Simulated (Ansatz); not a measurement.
Input for Ansatz (development build ahead of 0.2.0):

```yaml
crystal:
  periodic: [false, false, false]
  atoms:
    - { symbol: H, position_ang: [1.144, 0.0, 0.0] }
    - { symbol: H, position_ang: [0.572, 0.99073, 0.0] }
    - { symbol: H, position_ang: [-0.572, 0.99073, 0.0] }
    - { symbol: H, position_ang: [-1.144, 0.0, 0.0] }
    - { symbol: H, position_ang: [-0.572, -0.99073, 0.0] }
    - { symbol: H, position_ang: [0.572, -0.99073, 0.0] }
basis:
  gaussian: { orbitals: def2-SVP }
hamiltonian:
  xc: hf
correlation:
  method: mp2
  frozen_orbitals: { H: 0 }
output:
  forces: true
```

The input is written out in the form of the current development build from the run's settings.

Results

```
Converged          : yes
Reference energy   : -3.21961 hartree
Correlation energy : -0.10926 hartree
Total energy       : -3.32887 hartree
```

Forces (eV/Å):
```tsv
atom	Fx	Fy	Fz
H1	-1.558	0.000	0.000
H2	-0.779	-1.350	0.000
H3	0.779	-1.350	0.000
H4	1.558	0.000	0.000
H5	0.779	1.350	0.000
H6	-0.779	1.350	0.000
```

Caution: bonds are stretched, where a single reference can fail; stretched shape with no unrestricted run beside it, a lower state can exist.
